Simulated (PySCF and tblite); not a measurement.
Values are calculated unless marked as measured or tabulated.
Molecule: C5H8O3, numbered as in [O:1]=[C:2]([OH:3])[C@@H:4]1[CH2:5][CH2:6][O:7][CH2:8]1; H named by carrier, a and b as here (phase angle P 72°, Å):

```
O1       2.061   -1.274    0.115
C2       1.703   -0.169    0.418
O3       2.547    0.772    0.854
C4       0.291    0.348    0.332
C5      -0.768   -0.720    0.620
C6      -1.958   -0.282   -0.249
O7      -1.484    0.706   -1.154
C8      -0.080    0.721   -1.116
H3       3.457    0.432    0.877
H4       0.183    1.220    0.979
H5a     -0.385   -1.689    0.298
H5b     -1.029   -0.775    1.674
H6a     -2.377   -1.126   -0.808
H6b     -2.757    0.175    0.343
H8a      0.339   -0.027   -1.807
H8b      0.256    1.716   -1.410
```

The ring 4–5–6–7–8 is held at Altona–Sundaralingam phase angles P (ν_j = ν_max cos(P + 144°(j − 2)), ν_j about the bond from ring atom j to j + 1, counted from 0) and the rest relaxed at GFN2-xTB. Energies: BP86/pcSseg-1 + D3(BJ). Couplings: B3LYP/6-31G* with H pcJ-1, gas phase, for ¹H. (tblite 0.8, PySCF 2.14.)

One held structure gave ³J(H5a,H6b) = 12.2, ³J(H5b,H6a) = 0.0, ³J(H4,H5a) = 11.5, ³J(H4,H8a) = 7.9, ³J(H5b,H6b) = 4.7, ³J(H5a,H6a) = 8.0, ³J(H4,H8b) = 12.0, ³J(H4,H5b) = 8.2 Hz.

**Question.** At which phase angle P was it held?
A. 0°
B. 216°
C. 144°
D. 72°
E. 288°

**Answer.** C. It lies 0.80 kcal/mol above the lowest point.
